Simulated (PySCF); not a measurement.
Symmetry of computed structures. Method: PBE0/pcSseg-1 in PySCF (dipole) on a GFN2-xTB geometry, gas phase. The symmetry is that of the one conformer found, every atom within 0.08 Å of its image; none is proved a minimum here.

Q: `CC1=Cc2ccccc2[P@H]1=O`: symmetry, top, dipole?

A: C1; asymmetric top; symmetry number 1; this conformer is chiral (no improper operation); dipole 4.14 D.

Q: What symmetry has `[CH3:1][c:2]1[n:3][n:4]([SiH:5]([CH3:6])[CH3:7])[n:8][c:9]1[CH3:10]` with N3–N4–Si5–C6 60°, H–C1–C2–N3 0° (nearest H), H–C10–C9–N8 0° (nearest H)?

A: Cs; near-prolate asymmetric top; symmetry number 1; 2 operations, which sort the 23 atoms into 17 sets; dipole 0.59 D, in the ab plane, which is the mirror; heavy atoms equivalent by symmetry: C6/C7.

Q: What symmetry has `[CH3:1][SiH:2]([CH3:3])/[CH:4]=[CH:5]/[C:6](=[O:7])[O:8][CH:9]=[O:10]` with C1–Si2–C4–C5 -120°, C4–C5–C6–O7 0°, C5–C6–O8–C9 180°, C6–O8–C9–O10 0°?

A: Cs; near-prolate asymmetric top; symmetry number 1; 2 operations, which sort the 20 atoms into 16 sets; dipole 4.51 D, in the ac plane, which is the mirror; A, B, C = 3327, 372.6, 369.7 MHz; heavy atoms equivalent by symmetry: C1/C3.

Q: Point group, rotor type and polarity of `CC(C)(C)n1ncc([SiH3])n1`?

A: C1; near-prolate asymmetric top; symmetry number 1; this conformer is chiral (no improper operation); dipole 1.06 D; A, B, C = 2560, 655.8, 593.5 MHz.
